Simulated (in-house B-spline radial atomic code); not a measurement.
The outermost shell (largest non-relativistic mean radius) with and without relativity; Dirac values are averaged over j. Computed with a radial B-spline atomic code at the basis-set limit: non-relativistic Hartree-Fock and Dirac-Hartree-Fock, averages of the configuration (point nuclei without relativity, finite nuclei with it).

| ion | configuration | outermost shell | radius non-relativistic (bohr) | radius Dirac (bohr) | radius change (%) | level non-relativistic (eV) | level Dirac (eV) | spin-orbit splitting (eV) |
| --- | --- | --- | --- | --- | --- | --- | --- | --- |
| Ag6+ | [Kr] 4d5 | 4d | 1.1146 | 1.1206 | 0.53477 | -105.678 | -104.68 | 0.82012 |
| Cd6+ | [Kr] 4d6 | 4d | 1.0739 | 1.0795 | 0.5191 | -109.820 | -108.77 | 0.94878 |
| In6+ | [Kr] 4d7 | 4d | 1.0364 | 1.0416 | 0.50415 | -113.956 | -112.86 | 1.0911 |
| Sn6+ | [Kr] 4d8 | 4d | 1.0016 | 1.0065 | 0.48975 | -118.088 | -116.93 | 1.2479 |
| Sb6+ | [Kr] 4d9 | 4d | 0.96919 | 0.9738 | 0.47578 | -122.218 | -121.01 | 1.4203 |
| Te6+ | [Kr] 4d10 | 4d | 0.93932 | 0.94367 | 0.46258 | -126.346 | -125.07 | 1.6093 |
| I6+ | [Kr] 4d10 5s1 | 5s | 1.7865 | 1.7273 | -3.3151 | -83.194 | -86.122 | - |
| Xe6+ | [Kr] 4d10 5s2 | 5s | 1.7218 | 1.6638 | -3.3669 | -86.808 | -89.912 | - |
| Cs6+ | [Kr] 4d10 5s2 5p1 | 5p | 1.7919 | 1.7691 | -1.2718 | -80.127 | -80.906 | 2.4278 |
| Ba6+ | [Kr] 4d10 5s2 5p2 | 5p | 1.7216 | 1.6992 | -1.3067 | -84.169 | -85.014 | 2.8133 |
